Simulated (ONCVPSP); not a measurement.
## Mg (Z = 12), ONCV: configuration errors across variants

* Element: Mg
* Generator: ONCVPSP 4.0.1
* Type: optimised norm-conserving Vanderbilt (ONCV)
* Functional: LDA (Perdew-Zunger)
* Relativity: scalar-relativistic
* Frozen core: [Ne]
* Valence charge: 2
* Reference configuration: 3s1 3p1
* Partial waves: 3s: rc 2.20 bohr, ncon 3, nbas 6, qcut 2.4 1/bohr, 2 projectors, debl 2 Ha; 3p: rc 2.90 bohr, ncon 4, nbas 7, qcut 2.3 1/bohr, 2 projectors, debl 3.9 Ha; d scattering state at 0.44 Ha: rc 2.25 bohr, ncon 4, nbas 8, qcut 4.9 1/bohr, 1 projector
* Local potential: polynomial inside 1.45 bohr (lpopt 5, dvloc0 0 Ha)
* Core correction: Teter function fitted to the true core (icmod 2), fcfact 0.55

All-electron excitation energies from the reference (eV): (1) 3s2 3p0 -3.523; (2) 3s1 3p0 4.551; (3) 3s1.5 3p0 -0.331; (4) 3s0 3p1 8.942.

A true bound ghost makes a file unfit for plane-wave use even where its test errors are small: the radial tests pick states by their node count and pass the ghost by.

Errors AE − PS in meV (a dash: test not solved or not reliable):

```
     change   (1)   (2)   (3)  (4)  bound ghosts  GHOST(+) flags above zero
       base  -3.7  +1.6  -1.7  -28             p                       s, p
s: qcut 1.5  -6.3  +1.8  -2.7  -32             p                       s, p
s: qcut 1.7  -6.0  +1.8  -2.6  -32             p                       s, p
s: qcut 2.1  -4.8  +1.7  -2.2  -30             p                       s, p
s: qcut 2.3  -4.1  +1.6  -1.8  -28             p                       s, p
s: qcut 2.7  -2.6  +1.5  -1.3  -26             p                       s, p
s: qcut 2.9  -2.0  +1.4  -1.0  -25             p                       s, p
s: qcut 3.7  -0.4  +1.3  -0.4  -22             p                       s, p
```

Task: Give the same row for: s: qcut 3.3.

Result: -1.0, +1.3, -0.7, -23; bound ghosts: p; GHOST(+) flags above zero: s, p.
